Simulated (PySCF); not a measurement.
# TlB: energy against distance

Set-up: Tl aug-cc-pVDZ-PP with ECP60, B aug-cc-pVDZ; scalar-relativistic core potentials (PySCF 2.14). Energies in eV from Tl + B in their ground configurations at the same level. State: ³Π (triplet), unpaired electrons σ ↑, π ↑.

All columns are PBE. A positive dipole means Tl(−)B(+).

| R (Å) | E (eV) | μ (D) | Mulliken charge on Tl (basis-dependent) | HOMO (eV) | LUMO (eV) | Mayer bond order | ⟨S²⟩ |
| --- | --- | --- | --- | --- | --- | --- | --- |
| 2.143 | -1.381 | -1.38 | 0.30 | -4.06 | -4.29 | 1.17 | 2.00 |
| 2.243 | -1.620 | -1.59 | 0.32 | -4.08 | -4.12 | 1.10 | 2.00 |
| 2.342 | -1.757 | -1.82 | 0.34 | -4.09 | -3.96 | 1.05 | 2.00 |
| 2.417 | -1.811 | -2.00 | 0.36 | -4.09 | -3.86 | 1.02 | 2.00 |
| 2.492 | -1.833 | -2.17 | 0.36 | -4.02 | -3.76 | 1.00 | 2.00 |
| 2.567 | -1.831 | -2.34 | 0.37 | -3.93 | -3.67 | 0.98 | 2.00 |
| 2.666 | -1.799 | -2.56 | 0.37 | -3.83 | -3.57 | 0.97 | 2.00 |
| 2.791 | -1.727 | -2.81 | 0.36 | -3.71 | -3.46 | 0.96 | 2.00 |
| 2.941 | -1.612 | -3.08 | 0.35 | -3.60 | -3.35 | 0.96 | 2.00 |
| 3.140 | -1.437 | -3.38 | 0.32 | -3.49 | -3.24 | 0.97 | 2.00 |

A fit through these points gives, at Re = 2.520 Å, μ = -2.24 D and dμ/dR = -2.30 D/Å; the reduced mass is 10.45 u.

**Question.** How strong is the fundamental in the double-harmonic approximation, I = 42.26·(dμ/dR)²/μred km/mol?

**Answer.** I = 42.26·(-2.30)²/10.45 = 21.4 km/mol at PBE.

These are scalar-relativistic numbers at best; spin–orbit coupling would shift them, the dissociation energy most. The state was picked by a PBE0 search and need not be the measured ground state.

At some distances an empty level lies below a filled one, because the occupation is held.
